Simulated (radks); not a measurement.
The numbers below are computed, except where a source is named.
All-electron atom: Yb3+ in [Xe] 4f13 (the NIST ground configuration). Code: a radial shooting solver on a logarithmic mesh with Libxc functionals. Model: Dirac Kohn-Sham, PBE, spin-unpolarised, spherical densities, finite nucleus; open shells fill j = l - 1/2 first; Fermi nuclear charge, rms radius 5.3108 fm. Some entries of the table are withheld. Estimate them.

orbital  occ.  eigenvalue (eV)  <1/r> (bohr^-1)
1s1/2       2        -61183.33              (1)
2s1/2       2              (2)            19.46
2p1/2       2        -9911.143            19.44
2p3/2       4        -8864.186            16.69
3s1/2       2        -2368.021              (3)
3p1/2       2        -2157.235            7.050
3p3/2       4        -1935.035            6.345
3d3/2       4        -1575.861              (4)
3d5/2       6        -1527.320              (5)
4s1/2       2        -493.1748            2.987
4p1/2       2        -407.8054            2.877
4p3/2       4        -357.4063            2.632
4d3/2       4        -216.8811            2.411
4d5/2       6        -207.6841            2.351
5s1/2       2         -85.5833            1.126
5p1/2       2         -61.8117           0.9986
5p3/2       4         -55.1591           0.9160
4f5/2       6              (6)            1.807
4f7/2       7              (7)            1.778

Answer. 
(1) 1s1/2 <1/r> (bohr^-1): 80.61
(2) 2s1/2 eigenvalue (eV): -10388.17
(3) 3s1/2 <1/r> (bohr^-1): 7.134
(4) 3d3/2 <1/r> (bohr^-1): 6.233
(5) 3d5/2 <1/r> (bohr^-1): 6.062
(6) 4f5/2 eigenvalue (eV): -36.6838
(7) 4f7/2 eigenvalue (eV): -35.2873
